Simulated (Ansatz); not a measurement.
Stepwise reaction of `CB(C)C` with hydrogen sulfide, as a gas-phase model of exchange steps in deposition or etching. ΔE in kJ/mol.

Calculated with Ansatz (gas phase, PBE0-D4/def2-TZVP geometries, no zero-point term in ΔE). CCSD(T)/CBS is the MP2 limit (def2-TZVPP, def2-QZVPP) plus CCSD(T) − MP2 in def2-TZVPP, frozen cores. This one scheme is used for every species. DFT in def2-TZVPP. B3LYP here is the variant with VWN-RPA as its local correlation; programs differ in this. Each species was taken in one conformer, which may not be the lowest.

| step | reaction | PBE-D4 | B3LYP-D4 | ωB97M-V | CCSD(T)/CBS |
| --- | --- | --- | --- | --- | --- |
| 1 | `CB(C)C` + H₂S → `CB(C)S` + CH₄ | -98.8 | -95.3 | -91.5 | -94.0 |
| 3 | `CB(S)S` + H₂S → `SB(S)S` + CH₄ | -60.4 | -57.6 | -53.5 | -56.0 |

Question: Give the row of step 2, `CB(C)S` + H₂S → `CB(S)S` + CH₄. (An estimate is asked.)

Answer: Ansatz gave: 
```tsv
step	reaction	PBE-D4	B3LYP-D4	ωB97M-V	CCSD(T)/CBS
2	`CB(C)S` + H₂S → `CB(S)S` + CH₄	-78.7	-75.6	-71.8	-73.8
```

Question: By hand: ΔE of the 3 steps together at CCSD(T)/CBS.

Answer: (-94.0) + (-73.8) + (-56.0) = -223.8 kJ/mol, or -74.6 kJ/mol a step.

In ΔE each step is higher than the one before. All are downhill at CCSD(T)/CBS. PBE-D4 differs from CCSD(T)/CBS by -4.9 to -4.4 kJ/mol a step. Isolated molecules leave out the surface, adducts and barriers. Largest T1 diagnostic: 0.013.
